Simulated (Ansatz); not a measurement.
Species: sum formula BN2H3Br (charge -1, singlet). It need not be the lowest isomer of its formula. Whether it binds its extra electron was not tested at this geometry. 
Structure (B3LYP-D3(BJ)/def2-TZVP (Ansatz, a program for electronic structure) minimum search):
```
B
N 1 1.3309
H 2 1.0092 1 117.72
N 1 1.4517 2 132.91 3 176.36
H 4 1.0059 1 117.46 2 154.67
H 4 1.0100 5 112.30 1 135.16
Br 1 2.2300 2 122.23 3 -2.51
```
Charge -1, spin multiplicity 1.

Basis-set convergence of Hartree-Fock and MP2 correlation energies (hartree) with Ansatz. Correlated levels leave the core frozen unless marked. Spin-orbit coupling is left out. Frozen are the shells of the preceding noble gas and the d and f shells that filled before the atom's block. Non-relativistic. This anion needs diffuse functions, which these sets lack.

| basis | functions | E(HF) | E(corr, MP2) |
|---|---|---|---|
| cc-pVDZ | 84 | -2707.82419 | -0.54308 |
| cc-pVTZ | 175 | -2707.95079 | -0.69712 |
| cc-pVQZ | 323 | -2707.96716 | -0.75481 |
| cc-pV5Z | 542 | (withheld) | (withheld) |

Q: Some entries are withheld; supply them.

A: 
- cc-pV5Z, E(HF): -2707.97115
- cc-pV5Z, E(corr, MP2): -0.77866
